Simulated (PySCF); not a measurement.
PySCF input (M06-2X/def2-TZVPD):

```python
from pyscf import gto, scf, dft

mol = gto.M(
    atom='''
    Si   -0.56981430   -0.02181329    0.08145698
    N     1.12697520    0.05923931   -0.21112593
    H    -1.13323203    1.33097718   -0.13339325
    H    -1.15113505   -0.98739093   -0.87946352
    H    -0.97257916   -0.45818568    1.44712261
    H     1.67885888    0.79243351    0.20576627
    H     1.66666114   -0.78712318   -0.30254830
    ''',
    basis='def2-tzvpd',
    charge=0,
    spin=0,
    verbose=4,
)

mf = dft.RKS(mol, xc='m062x').density_fit(auxbasis='def2-universal-jkfit')
mf.grids.level = 4
mf.conv_tol = 1e-9
mf.max_cycle = 100
mf.max_memory = 1500
mf.kernel()
if not mf.converged:
    mf = mf.newton()
    mf.kernel(mf.make_rdm1())
mf.analyze()
```

End of the output:

```
Extra cycle  E= -347.247844741756  delta_E= -3.84e-11  |g|= 7.25e-06  |ddm|= 2.07e-05
converged SCF energy = -347.247844741756
**** SCF Summaries ****
Total Energy =                        -347.247844741756069
Nuclear Repulsion Energy =              64.795459494266197
One-electron Energy =                 -607.467289662736789
Two-electron Energy =                  195.423985426714523
Two-electron Coulomb Energy =          225.110864210469202
DFT Exchange-Correlation Energy =      -29.686878783754665
HOMO-LUMO gap [eV] =                     9.188846888918999
**** MO energy ****
MO #1   energy= -67.0031972558772  occ= 2
MO #2   energy= -14.725482404918   occ= 2
MO #3   energy= -5.54247023984573  occ= 2
MO #4   energy= -3.85328946201969  occ= 2
MO #5   energy= -3.85306187327415  occ= 2
MO #6   energy= -3.85256352329269  occ= 2
MO #7   energy= -0.951162972159025 occ= 2
MO #8   energy= -0.611953495822007 occ= 2
MO #9   energy= -0.562263385988359 occ= 2
MO #10  energy= -0.465664105628711 occ= 2
MO #11  energy= -0.409434991023032 occ= 2
MO #12  energy= -0.395409594653122 occ= 2
MO #13  energy= -0.323530607827614 occ= 2
MO #14  energy= 0.0141532897204684 occ= 0
MO #15  energy= 0.0318659793333922 occ= 0
MO #16  energy= 0.0651924945302652 occ= 0
MO #17  energy= 0.0715301579160619 occ= 0
MO #18  energy= 0.0742184552516828 occ= 0
MO #19  energy= 0.0765592390433752 occ= 0
MO #20  energy= 0.103762680322641  occ= 0
MO #21  energy= 0.109184745856528  occ= 0
MO #22  energy= 0.122447131391677  occ= 0
MO #23  energy= 0.13784198731993   occ= 0
MO #24  energy= 0.159988327320526  occ= 0
MO #25  energy= 0.167285965107564  occ= 0
MO #26  energy= 0.172440313009457  occ= 0
MO #27  energy= 0.189580046381408  occ= 0
MO #28  energy= 0.196667229193367  occ= 0
MO #29  energy= 0.208181011186753  occ= 0
MO #30  energy= 0.232087265525575  occ= 0
MO #31  energy= 0.232808520076469  occ= 0
MO #32  energy= 0.264241654818982  occ= 0
MO #33  energy= 0.271896405272661  occ= 0
MO #34  energy= 0.276337814438101  occ= 0
MO #35  energy= 0.28999886968      occ= 0
MO #36  energy= 0.308362708002873  occ= 0
MO #37  energy= 0.313714717488244  occ= 0
MO #38  energy= 0.33518098186721   occ= 0
MO #39  energy= 0.343936785740319  occ= 0
MO #40  energy= 0.354363496249505  occ= 0
MO #41  energy= 0.363753292407841  occ= 0
MO #42  energy= 0.381601710492097  occ= 0
MO #43  energy= 0.405521391762633  occ= 0
MO #44  energy= 0.412073436674477  occ= 0
MO #45  energy= 0.432288648829203  occ= 0
MO #46  energy= 0.433752523173201  occ= 0
MO #47  energy= 0.450906824224775  occ= 0
MO #48  energy= 0.478220858274018  occ= 0
MO #49  energy= 0.481048864275616  occ= 0
MO #50  energy= 0.497594020531237  occ= 0
MO #51  energy= 0.518088508834761  occ= 0
MO #52  energy= 0.545965581940267  occ= 0
MO #53  energy= 0.584049011507137  occ= 0
MO #54  energy= 0.642498723885899  occ= 0
MO #55  energy= 0.643924620012369  occ= 0
MO #56  energy= 0.686777000368776  occ= 0
MO #57  energy= 0.702029914977133  occ= 0
MO #58  energy= 0.725903786138902  occ= 0
MO #59  energy= 0.727348551697389  occ= 0
MO #60  energy= 0.779296615819565  occ= 0
MO #61  energy= 0.811070227793632  occ= 0
MO #62  energy= 0.867161940209378  occ= 0
MO #63  energy= 0.879403074912353  occ= 0
MO #64  energy= 0.912939248630806  occ= 0
MO #65  energy= 1.05698892695572   occ= 0
MO #66  energy= 1.07942284406907   occ= 0
MO #67  energy= 1.10581986587954   occ= 0
MO #68  energy= 1.12546932866704   occ= 0
MO #69  energy= 1.19098343078896   occ= 0
MO #70  energy= 1.20413183376959   occ= 0
MO #71  energy= 1.22198150980502   occ= 0
MO #72  energy= 1.25246095281551   occ= 0
MO #73  energy= 1.25318915839485   occ= 0
MO #74  energy= 1.35603019791564   occ= 0
MO #75  energy= 1.3647089038317    occ= 0
MO #76  energy= 1.40543634961877   occ= 0
MO #77  energy= 1.41003733534986   occ= 0
MO #78  energy= 1.45887539698295   occ= 0
MO #79  energy= 1.55476555728142   occ= 0
MO #80  energy= 1.55791645052663   occ= 0
MO #81  energy= 1.5782225424262    occ= 0
MO #82  energy= 1.66748494824099   occ= 0
MO #83  energy= 1.7091864580199    occ= 0
MO #84  energy= 1.73530388983764   occ= 0
MO #85  energy= 1.85034636817186   occ= 0
MO #86  energy= 1.93014294006111   occ= 0
MO #87  energy= 1.95667429526966   occ= 0
MO #88  energy= 1.96153078642896   occ= 0
MO #89  energy= 2.04223509620491   occ= 0
MO #90  energy= 2.06109747910105   occ= 0
MO #91  energy= 2.08532129769084   occ= 0
MO #92  energy= 2.10963881182803   occ= 0
MO #93  energy= 2.20413941033867   occ= 0
MO #94  energy= 2.21059115990008   occ= 0
MO #95  energy= 2.4086209057197    occ= 0
MO #96  energy= 2.43097457201501   occ= 0
MO #97  energy= 2.44735506590019   occ= 0
MO #98  energy= 2.54105838211346   occ= 0
MO #99  energy= 2.59477130664637   occ= 0
MO #100 energy= 2.62017615623802   occ= 0
MO #101 energy= 2.79040273375524   occ= 0
MO #102 energy= 2.79323026263267   occ= 0
MO #103 energy= 2.9148109168659    occ= 0
MO #104 energy= 2.93696557544736   occ= 0
MO #105 energy= 3.02767303995683   occ= 0
MO #106 energy= 3.03664903908567   occ= 0
MO #107 energy= 3.26889625526183   occ= 0
MO #108 energy= 3.37620641753698   occ= 0
MO #109 energy= 4.13415390489679   occ= 0
MO #110 energy= 4.18216438733298   occ= 0
MO #111 energy= 4.29377844275027   occ= 0
MO #112 energy= 4.32620053160621   occ= 0
MO #113 energy= 4.43749772022435   occ= 0
MO #114 energy= 4.76448687923871   occ= 0
MO #115 energy= 4.80350034959214   occ= 0
MO #116 energy= 4.87765983917101   occ= 0
MO #117 energy= 4.99190184461366   occ= 0
MO #118 energy= 5.07521649763209   occ= 0
MO #119 energy= 5.35344121316226   occ= 0
MO #120 energy= 5.74101325486826   occ= 0
MO #121 energy= 6.39398100623687   occ= 0
MO #122 energy= 6.43032383323169   occ= 0
MO #123 energy= 6.75508905054406   occ= 0
MO #124 energy= 11.3429506456799   occ= 0
MO #125 energy= 32.188280172772    occ= 0
 ** Mulliken pop on meta-lowdin orthogonal AOs  **
 ** Mulliken pop  **
pop of  0 Si 1s           1.99999
pop of  0 Si 2s           1.99968
pop of  0 Si 3s           1.01997
pop of  0 Si 4s           0.00356
pop of  0 Si 5s           0.00033
pop of  0 Si 6s           0.00021
pop of  0 Si 2px          1.99993
pop of  0 Si 2py          1.99993
pop of  0 Si 2pz          1.99993
pop of  0 Si 3px          0.56256
pop of  0 Si 3py          0.83215
pop of  0 Si 3pz          0.83900
pop of  0 Si 4px          0.00698
pop of  0 Si 4py          0.00767
pop of  0 Si 4pz          0.00814
pop of  0 Si 5px          0.00150
pop of  0 Si 5py          0.00041
pop of  0 Si 5pz          0.00048
pop of  0 Si 6px          0.00009
pop of  0 Si 6py          0.00002
pop of  0 Si 6pz          0.00002
pop of  0 Si 3dxy         0.00598
pop of  0 Si 3dyz         0.00562
pop of  0 Si 3dz^2        0.00818
pop of  0 Si 3dxz         0.01734
pop of  0 Si 3dx2-y2      0.00778
pop of  0 Si 4dxy         0.00188
pop of  0 Si 4dyz         0.00117
pop of  0 Si 4dz^2        0.00125
pop of  0 Si 4dxz         0.00070
pop of  0 Si 4dx2-y2      0.00131
pop of  0 Si 5dxy         0.00035
pop of  0 Si 5dyz         0.00043
pop of  0 Si 5dz^2        0.00068
pop of  0 Si 5dxz         0.00143
pop of  0 Si 5dx2-y2      0.00069
pop of  0 Si 4f-3         0.00007
pop of  0 Si 4f-2         0.00026
pop of  0 Si 4f-1         0.00049
pop of  0 Si 4f+0         0.00043
pop of  0 Si 4f+1         0.00072
pop of  0 Si 4f+2         0.00018
pop of  0 Si 4f+3         0.00071
pop of  1 N 1s            1.99997
pop of  1 N 2s            1.32368
pop of  1 N 3s            0.00162
pop of  1 N 4s            0.00210
pop of  1 N 5s            0.00025
pop of  1 N 6s            0.00009
pop of  1 N 2px           1.34569
pop of  1 N 2py           1.29077
pop of  1 N 2pz           1.74669
pop of  1 N 3px           0.00099
pop of  1 N 3py           0.00289
pop of  1 N 3pz           0.01954
pop of  1 N 4px           0.00123
pop of  1 N 4py           0.00043
pop of  1 N 4pz           0.00035
pop of  1 N 3dxy          0.00035
pop of  1 N 3dyz          0.00143
pop of  1 N 3dz^2         0.00243
pop of  1 N 3dxz          0.00093
pop of  1 N 3dx2-y2       0.00081
pop of  1 N 4dxy          0.00089
pop of  1 N 4dyz          0.00015
pop of  1 N 4dz^2         0.00018
pop of  1 N 4dxz          0.00035
pop of  1 N 4dx2-y2       0.00012
pop of  1 N 5dxy          0.00045
pop of  1 N 5dyz          0.00023
pop of  1 N 5dz^2         0.00040
pop of  1 N 5dxz          0.00078
pop of  1 N 5dx2-y2       0.00057
pop of  1 N 4f-3          0.00004
pop of  1 N 4f-2          0.00021
pop of  1 N 4f-1          0.00036
pop of  1 N 4f+0          0.00047
pop of  1 N 4f+1          0.00030
pop of  1 N 4f+2          0.00008
pop of  1 N 4f+3          0.00070
pop of  2 H 1s            1.10453
pop of  2 H 2s            0.00288
pop of  2 H 3s            0.00070
pop of  2 H 2px           0.00111
pop of  2 H 2py           0.00343
pop of  2 H 2pz           0.00059
pop of  2 H 3px           0.00096
pop of  2 H 3py           0.00064
pop of  2 H 3pz           0.00074
pop of  3 H 1s            1.10453
pop of  3 H 2s            0.00288
pop of  3 H 3s            0.00070
pop of  3 H 2px           0.00114
pop of  3 H 2py           0.00200
pop of  3 H 2pz           0.00199
pop of  3 H 3px           0.00096
pop of  3 H 3py           0.00073
pop of  3 H 3pz           0.00065
pop of  4 H 1s            1.13013
pop of  4 H 2s            0.00280
pop of  4 H 3s            0.00176
pop of  4 H 2px           0.00092
pop of  4 H 2py           0.00080
pop of  4 H 2pz           0.00372
pop of  4 H 3px           0.00121
pop of  4 H 3py           0.00081
pop of  4 H 3pz           0.00099
pop of  5 H 1s            0.75090
pop of  5 H 2s            0.00402
pop of  5 H 3s            0.00347
pop of  5 H 2px           0.00047
pop of  5 H 2py           0.00105
pop of  5 H 2pz           0.00489
pop of  5 H 3px           0.00037
pop of  5 H 3py           0.00065
pop of  5 H 3pz           0.00266
pop of  6 H 1s            0.75090
pop of  6 H 2s            0.00402
pop of  6 H 3s            0.00347
pop of  6 H 2px           0.00046
pop of  6 H 2py           0.00103
pop of  6 H 2pz           0.00492
pop of  6 H 3px           0.00038
pop of  6 H 3py           0.00081
pop of  6 H 3pz           0.00249
 ** Mulliken atomic charges  **
charge of    0Si =      0.65979
charge of    1N =     -0.74854
charge of    2H =     -0.11559
charge of    3H =     -0.11559
charge of    4H =     -0.14313
charge of    5H =      0.23153
charge of    6H =      0.23153
Dipole moment(X, Y, Z, Debye):  1.04958, -0.16836,  0.49803
```
